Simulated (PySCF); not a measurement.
Structure from NMR data

An unknown has the formula C5H8ClFSi2. Its calculated NMR data are:

1H NMR (400 MHz, computed): δ 6.26 (br s, 1H), 5.73 (br s, 1H), 5.18 (m, 2H), 4.80 (s, 2H), 4.57 (s, 2H).

13C{1H} NMR (computed): δ 150.8 (C), 136.2 (CH2), 117.6 (C), 116.7 (C), 57.0 (CH2).

[PySCF 2.14: geometry from GFN2-xTB; GIAO PBE0/pcSseg-1 shieldings; relativity neglected; no solvent model; one averaged value for each set of equivalent atoms; a single conformation]

Shifts are taken against calculated references (same method and geometry level): TMS for 1H and 13C.

Task: Deduce the structure.

Result: 
The formula gives 3 degrees of unsaturation (no ring in the answer). 5 carbon signals for 5 carbons: no two carbons are equivalent. Carbon types of the structure: 3 × C, 2 × CH2, leaving 4 H on heteroatoms. δC 150.8: fully substituted alkene carbon; an sp2 carbon of a C=C bond. δC 136.2: terminal =CH2 carbon; an sp2 carbon of a C=C bond. δC 117.6, 116.7: alkyne carbon. δC 57.0: allylic sp3 CH2 bonded to Cl; deshielded by the electronegative neighbour. δH 6.26, 5.73: hydrogen on a terminal =CH2 carbon; a vinylic proton, deshielded by the sp2 carbon and the C=C anisotropy. δH 5.18: hydrogen on a silicon bonded to C, F. δH 4.57: hydrogen on an allylic sp3 CH2 bonded to Cl; its carbon carries Cl, an electronegative neighbour.

These data were computed for SMILES C=C(CCl)[SiH2]C#C[SiH2]F.

This is the structure that produced the data.

Carbons that carry Cl, above all several Cl atoms, come out too deshielded, partly because spin–orbit coupling is missing. Splittings by 19F in the carbon and heteronuclear signals aren't shown, as no couplings were computed. Shifts are as computed. Against solution values, carbons near 30 ppm lie about +3 ppm off and those near 130 ppm about +5 ppm; carbons on Cl a further +6 ppm. Of 1211 compounds with measured shifts, 218 miss one by over three times the rms of a fit or turn the order of signals round; such compounds aren't used in these exercises. Multiplicities follow the n + 1 count of equivalent neighbours, as no J values were calculated; m marks all less simple cases, F and P coupling included.
